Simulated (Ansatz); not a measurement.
A single point on BBr2F, SMILES `FB(Br)Br`.

```yaml
crystal:
  periodic: [false, false, false]
  atoms:
    - {symbol: F, position_ang: [1.336279, 0.443607, 0.346472]}
    - {symbol: B, position_ang: [0.138198, 0.028051, 0.027989]}
    - {symbol: Br, position_ang: [-0.470947, -1.642032, 0.700916]}
    - {symbol: Br, position_ang: [-0.947929, 1.110075, -1.095678]}
basis:
  gaussian: {orbitals: def2-QZVPP}
correlation: {method: mp2}
```

```sh
$ ansatz run in.yaml --threads 4 --pin off --events-out ev --progress --plain --max-ram 10444MiB
```

Output, abridged:

```
Functional definition: HF
1912 factors; integrals over basis functions are off by at most 9.5e-4 eV
mean field evaluation 1: about -143381.7164 eV, gradient 2.8e1 eV
mean field evaluation 2: about -143381.8336 eV, gradient 2.8e1 eV
mean field evaluation 4: about -143383.4601 eV, gradient 2.3e0 eV
mean field evaluation 8: about -143383.4854 eV, gradient 1.4e-1 eV
mean field -143383.48550037 eV, -5269.2459033216 hartree, gradient 3.1e-6 eV, S^2 0.000000; 0 other end points of the search recorded, 0 dependent functions left out
20 core orbitals not correlated: weight in the atoms' cores, before any rotation towards them, 1.000 or more for the frozen orbitals, at most 0.000 for the correlated occupied ones
reference -143383.48550037 eV, -5269.2459033216 hartree; 22, 22 occupied and 250, 250 virtual orbitals, 1912 factors
second order -42.38535475 eV of doubles, -0.00000000 eV of singles
Total energy: -143425.87085512 eV, -5270.8035363786 hartree
```

Run time 4.4 s (4 threads of an Intel Xeon 6975P-C on a shared host); peak host memory 1.1 GiB.
